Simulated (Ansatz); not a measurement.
Consider the ligand exchange at the In–C bond: `C[CH](C)[In]([NH2])[NH2]` + `CNC` → `C[N](C)[In]([NH2])[NH2]` + `CCC`.

Computed with Ansatz on PBE0-D4/def2-TZVP structures; ΔE is electronic, products minus reactants. CCSD(T)/CBS adds triple-zeta CCSD(T) − MP2 to the extrapolated MP2 energy (def2 sets, frozen cores). Functionals use def2-TZVPP. B3LYP here is the variant with VWN-RPA as its local correlation; programs differ in this. Elements past krypton have def2 core potentials. For In outer-core shells are correlated without core-valence functions, which leaves a few kJ/mol of doubt a bond. One conformer a species, not always the lowest.

| level | ΔE (eV) |
| --- | --- |
| PBE-D4 | -0.28 |
| r2SCAN-D4 | -0.32 |
| B97M-V | -0.37 |
| r2SCAN0-D4 | -0.31 |
| BHLYP-D4 | -0.35 |
| B3LYP | -0.32 |
| RPA@PBE/def2-TZVPP | -0.34 |
| CCSD/CBS(def2) | -0.33 |

Q: What does CCSD(T)/CBS give? (Estimate.)

A: Computed: -0.33 eV. The listed levels differ from it by 0.05, 0.01, -0.04, 0.02, -0.02, 0.01, -0.01, 0.00 eV.

Largest T1 diagnostic among the species: 0.014.

Leaving LDA and LC-ωPBE aside and taking each functional with its dispersion term where it has one, the values spread over 0.09 eV, from B97M-V to PBE-D4. In def2-TZVPP, CCSD(T) changes the Hartree–Fock value by +0.06 eV (the triples alone add −0.00 eV) and MP2 by +0.06 eV.
